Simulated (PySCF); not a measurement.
Computed Raman spectrum (relative Raman activity) of a molecule CH₅FOSi. Geometry optimised at B3LYP-D3(BJ)/def2-SVP. One conformer was computed; it need not be the lowest. Method: B3LYP-D3(BJ)/def2-SVP (PySCF 2.14.0). Frequencies are harmonic and unscaled.

ν (cm⁻¹): 659 (w), 711 (vw), 756 (vw), 840 (w), 890 (w), 924 (vw), 1430 (w), 1433 (w), 2294 (vs), 3030 (vs), 3119 (s), 3126 (s), 3876 (s) (against the strongest line: vs over 80 %, s over 45 %, m over 15 %, w over 4 %, vw less)

Task: Pick the molecule that these values belong to.
A) C[SiH](O)F
B) O[SiH2]CF
C) OC[SiH2]F
D) CO[SiH2]F

Result: A, C[SiH](O)F
